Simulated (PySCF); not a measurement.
C₃H₉NOSi, SMILES CN1C[SiH](O)C1.

The structure is a stationary point at r2SCAN-D4/def2-SVP. The structure was generated by enumeration, and PubChem lists no compound with its InChIKey, so it may never have been made. Other conformers were not sampled.

Two levels are set side by side: PBE/def2-TZVP (PySCF) and HF/def2-TZVP (PySCF). Same geometry, gas phase. Differences are taken from unrounded values.

```tsv
quantity	PBE
orbital gap (eV)	4.83
highest occupied level (eV)	-5.02
lowest empty level (eV)	-0.19
dipole moment (D)	1.38
mean polarisability (bohr³)	75.1
```

Task: These are the PBE values. What does HF give? (Estimate from the structure and the level; the computed values follow.)

Result: 
```tsv
quantity	HF	PBE minus HF
orbital gap (eV)	13.35	-8.52
highest occupied level (eV)	-9.74	4.72
lowest empty level (eV)	3.61	-3.79
dipole moment (D)	1.37	0.01
mean polarisability (bohr³)	66.1	9.0
```

Without exact exchange PBE keeps part of each electron's self-repulsion, which lifts occupied levels and narrows the gap. Loosely held outer electrons make PBE densities more polarisable. Differences between two approximate levels are no errors against the true value.

Rough cost on one machine, each run with all the roots and properties that it gave: HF against PBE about 1/3.
